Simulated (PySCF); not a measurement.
# Working with the constants of SrS⁺

UHF-CCSD(T) constants of SrS⁺, ²Π (doublet), unpaired electrons π ↑ (PySCF, scalar-relativistic core potentials, basis sets Sr def2-SVP with ECP28, S def2-SVP; masses 87.9056 and 31.9721 u):

| Quantity | Value |
| --- | --- |
| ωe | 321.8 cm⁻¹ |
| ωexe | 0.892 cm⁻¹ |
| Be | 0.10059 cm⁻¹ |
| αe | 0.000380 cm⁻¹ |
| De to Sr⁺ + S | 2.10 eV |

(1) What force constant and bond length do these constants imply?

(2) Estimate the centrifugal constant D from the Kratzer relation and find the Dunham coefficient a1.

Correlated steps freeze 5 core orbitals. Correlated levels converge slowly with the basis: in double zeta they bind strong bonds too weakly, by up to about 1 eV, and carry superposition errors of some tenths. Spin–orbit coupling is left out. For an ion De counts to the pair picked by the measured ionisation energies or electron affinities, which need not be the lowest pair at this level. The state is the lowest determinant that a PBE0 search found; another state may lie lower at other levels.

## Answers

(1) Reduced mass μred = 23.445 u; k = 5.8918×10⁻⁷·μred·ωe² (u, cm⁻¹, mdyn/Å) = 1.43 mdyn/Å; Re = √(16.8576/(μred·Be)) (u, cm⁻¹, Å) = 2.674 Å.

(2) D = 4Be³/ωe² = 3.93e-08 cm⁻¹; a1 = −1 − αeωe/(6Be²) = -3.01.
